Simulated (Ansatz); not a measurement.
**A rate constant, worked out**

An elementary step of Si$_{2}$H$_{4}$Cl$_{2}$, singlet (Si₂H₄Cl₂ ([SiH3][SiH]([Cl])[Cl]) → SiCl₂ + SiH₄; Si–Si, Si–H broken or loosened, Si–H formed or tightened). The start structure is the reactant molecule, and the electronic barrier above it is 2.266 eV by CCSD(T) at an estimated basis limit (MP2 extrapolated from triple and quadruple zeta, plus CCSD(T) − MP2 in triple zeta). Computed with Ansatz 0.2.0 (basis: def2-TZVPP and def2-QZVPP); correlated methods freeze the cores. Extrapolation: Hartree–Fock as exp(−7.88 √X), correlation as X^−2.97. Harmonic wavenumbers at PBE0-D4/def2-TZVP (Ansatz 0.2.0), in cm⁻¹:

Start: 98, 107, 143, 190, 392, 500, 516, 543, 582, 762, 782, 873, 931, 933, 2223, 2238, 2242, 2248.

Saddle: 433i, 99, 160, 164, 303, 416, 508, 561, 588, 716, 869, 889, 989, 1165, 1519, 2182, 2195, 2268.

Work out the transition-state-theory rate constant at 300 K from these numbers alone (harmonic vibrations; rotation, path degeneracy and anharmonicity left out), and the Wigner tunnelling factor. Use 1 cm⁻¹ = 1.2398 × 10⁻⁴ eV and k_B = 8.617 × 10⁻⁵ eV/K.

Zero-point energies, half the sums: start 16303/2 cm⁻¹ = 1.0107 eV; saddle, real modes only, 15591/2 cm⁻¹ = 0.9665 eV.
Barrier with zero-point energy: 2.266 + 0.9665 − 1.0107 = 2.2218 eV.
k_BT = 0.02585 eV, so the barrier is 85.94 k_BT.
Vibrational partition functions from the zero-point level, ln q = −Σ ln(1 − exp(−hν/k_BT)): start 3.686, saddle 2.916.
k = (k_BT/h) exp(ln q‡ − ln q) exp(−E0/k_BT), with log₁₀(k_BT/h in s⁻¹) = 12.80: log₁₀ k = 12.80 + (-0.770 − 85.94)/2.3026 = -24.86, so k ≈ 1 × 10^(-25) s⁻¹.
Wigner factor: 1 + (hν‡/k_BT)²/24 = 1 + (2.08)²/24 = 1.18. A change of 1 kcal/mol (0.043 eV) in the barrier would change k by a factor of 5.4 at this temperature.

The T1 diagnostic stays at or below 0.013.

Losses and insertions of silylenes and their heavier kin drive the gas-phase chemistry of silicon and germanium vapour deposition.

Labels in which every atom is bracketed show which atoms are joined, not bond orders.

For scale, one of the runs: CCSD(T)/def2-TZVPP, 224 basis functions, launched by `ansatz run in.yaml --threads 4 --pin off --events-out ev --progress --plain --max-ram 9574MiB`. Hardware: 4 CPU threads of an Arm Neoverse V1, shared host. Wall time 72 s; peak host memory 3.1 GiB.
